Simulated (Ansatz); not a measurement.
A CCSD(T) single point on CH7FOSi2, SMILES `C[SiH2]O[SiH2]F`.

```yaml
crystal:
  periodic: [false, false, false]
  atoms:
    - {symbol: C, position_ang: [-0.734709, 1.729336, 0.529086]}
    - {symbol: Si, position_ang: [0.634996, 0.512058, 0.825924]}
    - {symbol: O, position_ang: [0.213871, -0.973899, 0.251645]}
    - {symbol: Si, position_ang: [0.063770, -1.926308, -1.042561]}
    - {symbol: F, position_ang: [-0.902658, -1.230979, -2.107121]}
    - {symbol: H, position_ang: [-0.945195, 1.824625, -0.538894]}
    - {symbol: H, position_ang: [-1.652077, 1.415071, 1.032058]}
    - {symbol: H, position_ang: [-0.456896, 2.715410, 0.911662]}
    - {symbol: H, position_ang: [0.908287, 0.352383, 2.276399]}
    - {symbol: H, position_ang: [1.882791, 0.951548, 0.143060]}
    - {symbol: H, position_ang: [1.370973, -2.116622, -1.710734]}
    - {symbol: H, position_ang: [-0.565152, -3.197724, -0.631226]}
basis:
  gaussian: {orbitals: def2-TZVPP}
correlation: {method: ccsd_t}
```

```sh
$ ansatz run in.yaml --threads 4 --pin off --events-out ev --progress --plain --max-ram 10444MiB
```

Output of Ansatz, abridged:

```
Functional definition: HF
1603 factors; integrals over basis functions are off by at most 1.1e-3 eV
mean field evaluation 1: about -21612.2250 eV, gradient 4.8e1 eV
mean field evaluation 2: about -21612.4922 eV, gradient 4.8e1 eV
mean field evaluation 4: about -21617.1117 eV, gradient 4.1e0 eV
mean field evaluation 8: about -21617.1828 eV, gradient 2.8e-1 eV
mean field -21617.18299443 eV, -794.4168223925 hartree, gradient 2.9e-6 eV, S^2 0.000000; 0 other end points of the search recorded, 0 dependent functions left out
13 core orbitals not correlated: weight in the atoms' cores, before any rotation towards them, 1.000 or more for the frozen orbitals, at most 0.000 for the correlated occupied ones
reference -21617.18299443 eV, -794.4168223925 hartree; 16, 16 occupied and 246, 246 virtual orbitals, 1603 factors
second order -24.64901635 eV of doubles, -0.00000000 eV of singles
cycle   1  -25.17920030 eV  change   -5.3e-1 eV  update   1.0e-1
cycle   2  -25.77125308 eV  change   -5.9e-1 eV  update   3.0e-2
cycle   3  -25.90329645 eV  change   -1.3e-1 eV  update   1.5e-2
cycle   4  -25.88981532 eV  change    1.3e-2 eV  update   2.9e-3
cycle   5  -25.88903764 eV  change    7.8e-4 eV  update   1.2e-3
cycle   6  -25.88956374 eV  change   -5.3e-4 eV  update   3.2e-4
cycle   7  -25.88939325 eV  change    1.7e-4 eV  update   1.2e-4
cycle   8  -25.88935105 eV  change    4.2e-5 eV  update   3.5e-5
cycle   9  -25.88936520 eV  change   -1.4e-5 eV  update   1.3e-5
perturbative correction -0.83419715 eV, -0.0306561797 hartree
Total energy: -21643.90655678 eV, -795.3988951949 hartree
```

It took 2.7 min on 4 threads of an Intel Xeon Platinum 8375C on a shared host, with 7.4 GiB of host memory at the peak.

The correlation energy is -26.724 eV, 3.1 % of it from (T); the T1 diagnostic reads 0.0111.
